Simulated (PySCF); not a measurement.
**Magnesium: a sound run and one with changed settings**

Sound run: Mg⁺ [Ne] 3s1, Mg²⁺ [Ne]. Calculation: PySCF 2.14, in cc-pVDZ; no relativity, point nucleus. The sound run starts from symmetry-adapted Hartree-Fock orbitals and uses a fine grid where one is needed.

A second run was set up differently.

```json
{"species": "Mg⁺", "method": "UHF", "sound run (hartree)": "-199.36487", "changed run (hartree)": "-199.36487", "converged": "yes"}
{"species": "Mg⁺", "method": "BP86", "sound run (hartree)": "-199.79721", "changed run (hartree)": "-199.79733", "converged": "yes"}
{"species": "Mg⁺", "method": "M06-L", "sound run (hartree)": "-199.77590", "changed run (hartree)": "-199.77650", "converged": "yes"}
{"species": "Mg²⁺", "method": "UHF", "sound run (hartree)": "-198.82420", "changed run (hartree)": "-198.82420", "converged": "yes"}
{"species": "Mg²⁺", "method": "BP86", "sound run (hartree)": "-199.23884", "changed run (hartree)": "-199.23888", "converged": "yes"}
{"species": "Mg²⁺", "method": "M06-L", "sound run (hartree)": "-199.25343", "changed run (hartree)": "-199.25073", "converged": "yes"}
```

Ionisation energy of Mg⁺:

```json
{"method": "UHF", "sound run (eV)": "14.712", "changed run (eV)": "14.712"}
{"method": "BP86", "sound run (eV)": "15.194", "changed run (eV)": "15.196"}
{"method": "M06-L", "sound run (eV)": "14.217", "changed run (eV)": "14.307"}
```

Question: What was changed?
A. radial grid too coarse
B. all electrons correlated in a valence basis
C. level shift left on
D. too few SCF iterations

Answer: A. It used radial step 0.3 in ln r (0.13 in the sound run). A coarse radial grid mis-integrates the density and the exchange-correlation energy, with errors of either sign; Hartree-Fock needs no grid.
